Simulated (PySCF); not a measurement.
PySCF run on H2O2SSn

The script input.py:

```python
from pyscf import gto, scf

mol = gto.M(
    atom='Sn 0.0531 0.1282 0; S -0.9411 -1.8478 0; O 1.9648 0.6161 0; O -0.6586 1.9541 0; H 2.5407 -0.1595 0; H 0.0728 2.588 0',
    basis='def2-svp',
    ecp={'Sn': 'def2-svp'},
    charge=0,
    spin=0,
    symmetry=True,
    verbose=4,
)
mf = scf.RHF(mol)
mf.kernel()
mf.dip_moment()
print('orbital energies (hartree):', mf.mo_energy[..., max(0, mol.nelec[1]-3):mol.nelec[0]+3].round(4))
```

```bash
$ OMP_NUM_THREADS=1 python input.py
```

The log (some set-up lines and the per-cycle HOMO/LUMO lines with their warnings removed):

```
PySCF version 2.14.0

[INPUT] Symbol           X                Y                Z      unit          X                Y                Z       unit  Magmom
[INPUT]  1 Sn     0.053100000000   0.128200000000   0.000000000000 AA    0.100344457214   0.242262889169   0.000000000000 Bohr   0.0
[INPUT]  2 S     -0.941100000000  -1.847800000000   0.000000000000 AA   -1.778421255828  -3.491835932971   0.000000000000 Bohr   0.0
[INPUT]  3 O      1.964800000000   0.616100000000   0.000000000000 AA    3.712933889545   1.164260265345   0.000000000000 Bohr   0.0
[INPUT]  4 O     -0.658600000000   1.954100000000   0.000000000000 AA   -1.244573625639   3.692713820013   0.000000000000 Bohr   0.0
[INPUT]  5 H      2.540700000000  -0.159500000000   0.000000000000 AA    4.801227164682  -0.301411316868   0.000000000000 Bohr   0.0
[INPUT]  6 H      0.072800000000   2.588000000000   0.000000000000 AA    0.137572061868   4.890611210374   0.000000000000 Bohr   0.0

nuclear repulsion = 250.968392149783
point group symmetry = Cs
symmetry origin: [ 0.0148591  -0.00370521  0.        ]
symmetry axis x: [ 0.89346335 -0.44913611  0.        ]
symmetry axis y: [0.44913611 0.89346335 0.        ]
symmetry axis z: [0. 0. 1.]
num. orbitals of irrep A' = 59
num. orbitals of irrep A" = 23
number of shells = 36
number of NR pGTOs = 159
number of NR cGTOs = 82
basis = def2-svp
ecp = {'Sn': 'def2-svp'}

******** <class 'pyscf.scf.hf_symm.SymAdaptedRHF'> ********
method = SymAdaptedRHF
initial guess = minao
damping factor = 0
level_shift factor = 0
DIIS = <class 'pyscf.scf.diis.CDIIS'>
SCF conv_tol = 1e-09
SCF max_cycles = 50
Freeze 0 electrons in irreps []
    56 free electrons in irreps A' A"
Initial guess from minao.
init E= -738.029173961496
cycle= 1 E= -760.624536998992  delta_E= -22.6  |g|=  1.9  |ddm|= 6.56
cycle= 2 E= -761.211709098842  delta_E= -0.587  |g|= 1.13  |ddm|= 4.04
cycle= 3 E= -761.53529153194  delta_E= -0.324  |g|= 0.108  |ddm|= 1.42
cycle= 4 E= -761.539645332035  delta_E= -0.00435  |g|= 0.0457  |ddm|= 0.181
cycle= 5 E= -761.540344854966  delta_E= -0.0007  |g|= 0.0169  |ddm|= 0.062
cycle= 6 E= -761.54047457498  delta_E= -0.00013  |g|= 0.00501  |ddm|= 0.0296
cycle= 7 E= -761.540498755904  delta_E= -2.42e-05  |g|= 0.00216  |ddm|= 0.0123
cycle= 8 E= -761.540506342305  delta_E= -7.59e-06  |g|= 0.000689  |ddm|= 0.0101
cycle= 9 E= -761.540507044769  delta_E= -7.02e-07  |g|= 0.000295  |ddm|= 0.00315
cycle= 10 E= -761.540507106806  delta_E= -6.2e-08  |g|= 8.85e-05  |ddm|= 0.000771
cycle= 11 E= -761.540507115626  delta_E= -8.82e-09  |g|= 3.03e-05  |ddm|= 0.000318
cycle= 12 E= -761.540507116676  delta_E= -1.05e-09  |g|= 1.05e-05  |ddm|= 0.000104
cycle= 13 E= -761.540507116818  delta_E= -1.42e-10  |g|= 4.03e-06  |ddm|= 4.02e-05
Extra cycle  E= -761.540507116836  delta_E= -1.75e-11  |g|= 2.3e-06  |ddm|= 1.05e-05
converged SCF energy = -761.540507116836
Dipole moment(X, Y, Z, Debye):  2.77155,  1.17404,  0.00000
orbital energies (hartree): [-0.4533 -0.3639 -0.3622  0.0414  0.0418  0.1273]
```

In short: E(SCF) = -761.540507 Eh, 13 cycles, μ(SCF) = 3.01 D.

Hardware: Arm Neoverse N1, 1 thread, shared host. Wall time 2.3 s.
